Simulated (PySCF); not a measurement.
Excitations are Tamm–Dancoff values on a coarser integration grid. The basis has no diffuse functions, so Rydberg states are missing or too high.

Cartesian coordinates (Å):
SMILES: C[CH2][Sn]([Cl])([Cl])[Cl]
```xyz
11

C     -1.4907     0.1418     0.4120
C     -0.4641    -0.6678    -0.3615
Sn     1.4901     0.1870    -0.1850
Cl     1.4603     2.4361    -0.8300
Cl     2.2245     0.1429     2.0355
Cl     3.1210    -0.8796    -1.4732
H     -2.4921    -0.3039     0.3019
H     -1.5469     1.1796     0.0502
H     -1.2584     0.1725     1.4873
H     -0.3697    -1.7017     0.0040
H     -0.6739    -0.7070    -1.4412
```
Charge 0, multiplicity 1.

**Question.** What S1 excitation (TDA), total energy, brightest of the four lowest singlets (TDA), HOMO–LUMO gap and dipole moment does PBE0-D3(BJ)/def2-TZVP // PBE0-D3(BJ)/def2-SVP run with PySCF give?

**Answer.** 
The S1 excitation (TDA) is 5.55 eV. The total energy is -1673.8108 Ha and the brightest of the four lowest singlets (TDA) comes out as 5.69 eV. The HOMO–LUMO gap is 6.54 eV. The dipole moment comes out as 3.93 D.
